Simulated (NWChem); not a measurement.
# C$_{4}$H$_{6}$; SMILES C#CCC

Program: NWChem. Pople sets run with spherical d functions. Structure relaxed at the PBE0/def2-SVP level. Level: PBE/6-31G* with COSMO at NWChem's default radii, gas-phase geometry; rows give the dielectric constant.

```tsv
dielectric constant	electrostatic solvation energy (kcal/mol)	dipole in solution (D)
1.5	-1.0	0.79
2.0	-1.5	0.84
7.6	-2.7	0.96
11.7	-2.9	0.98
25.0	-3.0	0.99
```
